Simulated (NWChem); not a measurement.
# CH₇NOSi; SMILES C([SiH2]O)N

```xyz
11

N      0.1170     2.2062     0.0052
C     -0.7057     0.9727     0.0283
Si     0.3772    -0.5877     0.0122
O     -0.4250    -2.0538     0.0919
H      0.7300     2.2344     0.8192
H      0.7265     2.2089    -0.8121
H     -1.3937     1.0088    -0.8262
H     -1.3412     1.0047     0.9217
H      1.2525    -0.5587     1.2123
H      1.2379    -0.4970    -1.2094
H     -0.9480    -2.3025    -0.6824
```
Atoms are numbered in this order, from 1.

Structure relaxed at the B3LYP/6-31G* (spherical d) level. B3LYP is NWChem's, with the RPA form of VWN correlation.

Task: Give the principal values of the shielding tensors (ppm) of N1, C2, Si3, O4 from B3LYP/6-31G* (spherical d), GIAO (NWChem), with their diamagnetic and paramagnetic parts as GIAO splits them.

Result: 
| atom | σ11 | σ22 | σ33 | isotropic | diamagnetic | paramagnetic |
|---|---|---|---|---|---|---|
| N1 | 213.2 | 256.7 | 298.0 | 256.0 | 314.6 | -58.6 |
| C2 | 136.4 | 153.9 | 192.3 | 160.9 | 248.8 | -87.9 |
| Si3 | 386.0 | 398.3 | 468.5 | 417.6 | 881.7 | -464.1 |
| O4 | 281.5 | 299.7 | 314.2 | 298.4 | 391.3 | -92.8 |
